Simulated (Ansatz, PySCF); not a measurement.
This Ansatz (a first-principles code) input computes a BLYP/def2-TZVPD energy:

Ansatz 0.2 input:
```yaml
crystal:
  periodic: [false, false, false]
  atoms:
    - {symbol: Ge, position_ang: [0.00094833, -0.00118881, 0.07714831]}
    - {symbol: H, position_ang: [-1.34644060, -0.20077094, -0.80977806]}
    - {symbol: H, position_ang: [0.84269039, -1.03780013, -0.84958551]}
    - {symbol: H, position_ang: [0.47340378, 1.27661299, -0.80938241]}
basis:
  gaussian:
    orbitals: def2-TZVPD
hamiltonian:
  xc: {name: BLYP}
total_charge: -1
output: {forces: true}
```

Write an input for the same energy in PySCF and say what it gives.


```python
from pyscf import gto, scf, dft

mol = gto.M(
    atom='''
    Ge    0.00094833   -0.00118881    0.07714831
    H    -1.34644060   -0.20077094   -0.80977806
    H     0.84269039   -1.03780013   -0.84958551
    H     0.47340378    1.27661299   -0.80938241
    ''',
    basis='def2-tzvpd',
    charge=-1,
    spin=0,
    verbose=4,
)

mf = dft.RKS(mol, xc='blyp').density_fit(auxbasis='def2-universal-jkfit')
mf.grids.level = 3
mf.conv_tol = 1e-9
mf.max_cycle = 100
mf.max_memory = 1500
mf.kernel()
if not mf.converged:
    mf = mf.newton()
    mf.kernel(mf.make_rdm1())
mf.analyze()
```
It gives -2078.85051 Eh, and Ansatz -2078.85047 Eh, a difference of 0.04 mEh, from the treatment of integrals and grids.
